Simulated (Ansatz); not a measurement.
Total energies of Al6As from Ansatz at PBE-D4/def2-TZVPD, gas phase (1 Eh = 27.2114 eV = 2625.5 kJ/mol). The reference geometry is relaxed at PBE0-D4/def2-SVP.

```xyz
7

As    0.831    0.600    2.255
Al    0.518    0.691   -1.885
Al    1.696   -0.363    0.181
Al   -0.862   -0.949    1.092
Al   -0.301    1.676    0.379
Al   -1.990    0.247   -0.911
Al    0.109   -1.901   -1.111
```

```
                 state   geometry  energy (Eh)
      charge 0 doublet  reference  -3689.46416
     charge -1 triplet  reference  -3689.53767
free As atom (quartet)          –  -2235.47048
free Al atom (doublet)          –   -242.22767
```

Problem. Work out the vertical electron affinity, to the triplet.

Solution. E(charge 0 doublet) − E(charge -1 triplet) = -3689.46416 − (-3689.53767) = 0.07351 Eh = 2.00 eV.

Problem. What is the binding energy per atom against free atoms?

Solution. Atoms: 1 × (-2235.47048) + 6 × (-242.22767) = -3688.83650 Eh. Binding: -3688.83650 − (-3689.46416) = 0.62766 Eh = 17.08 eV, or 2.44 eV for each of 7 atoms (no zero-point energy, no counterpoise term).

The structure comes from a short search, and lower isomers may exist.
